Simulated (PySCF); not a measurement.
C₄H₁₁BO₂, SMILES CC(C)(C)OBO at its GFN2-xTB optimised geometry (Å):

```
18

B      0.1790     1.6935     0.0000
H     -0.4429     2.6973     0.0000
O      1.5432     1.6935     0.0000
H      1.9518     2.5562    -0.0003
O     -0.5561     0.5823     0.0000
C     -0.0925    -0.7703     0.0003
C      0.7360    -1.0404     1.2587
C     -1.3503    -1.6454    -0.0038
C      0.7431    -1.0393    -1.2535
H      1.0405    -2.0833     1.2901
H      0.1473    -0.8161     2.1453
H      1.6203    -0.4099     1.2584
H     -1.9518    -1.4332     0.8761
H     -1.0784    -2.6973    -0.0042
H     -1.9474    -1.4313    -0.8863
H      1.6268    -0.4078    -1.2483
H      0.1591    -0.8156    -2.1434
H      1.0491    -2.0819    -1.2833
```

Level of theory: CAM-B3LYP/def2-SVP (PySCF). Cells within 0.4 Å of a nucleus heavier than hydrogen are left out (blank, or x).

Map of the HOMO amplitude (bohr^(-3/2)) on the plane z = 1.5 Å; orbital energy -9.68 eV, overall sign arbitrary:

```
|22222222222222222222222222222|
|22222222222222222222222222222|
|22222222222222222222222222222|
|22222222222222222222222222222|
|22222222222222222222222222222|
|22222222222222222222222222222|
|22222222222222222211122222222|
|22222222222222222111112222222|
|22222222222222222111112222222|
|22222222222233322111111222222|
|22222222222333322111111222222|
|22222222223344332111112222222|
|22222222223344332211122222222|
|22222222223344322222222222222|
|22222222223333211222222222222|
|22222222222222101233222222222|
|22222222332211003543322222222|
|2222222333321001x954322222222|
|22222223333211027854322222222|
|22222223333221125653322222222|
|22222222332222234543222222222|
|22222222222222223433222222222|
|22222222222222222332222222222|
|22222222222222222222222222222|
|22222222222222222222222222222|
|22222222222222222222222222222|
|22222222222222222222222222222|
|22222222222222222222222222222|
|22222222222222222222222222222|
```
Scale: ten equal steps from -0.029 (start of '0') to 0.102 (end of '9'), in the order '0123456789'; x runs from -5.00 to 5.00, y from -5.00 (bottom) to 5.00 (top).
